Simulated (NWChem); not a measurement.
**Total energies of Br (+1)**

SMILES: [Br+]
```xyz
1

Br     0.0000     0.0000     0.0000
```
Charge +1, spin multiplicity 3.

Program: NWChem.

Basis set: def2-SVP (32 functions).

```tsv
method	total energy (Ha)
UHF	-2571.68517
UMP2	-2571.86986
UB2PLYP	-2572.97269
UPBE	-2572.97439
UB3LYP	-2573.38906
UBHandHLYP	-2573.36117
```

Total energies of different functionals aren't comparable as a measure of quality: only differences taken within one method are. 

The Hamiltonian is non-relativistic. The correlated methods keep 9 core orbitals frozen. B3LYP has NWChem's definition, with VWN1-RPA local correlation. No SCF solution was tested for a lower state. Open-shell Hartree-Fock references start from PBE0 orbitals.
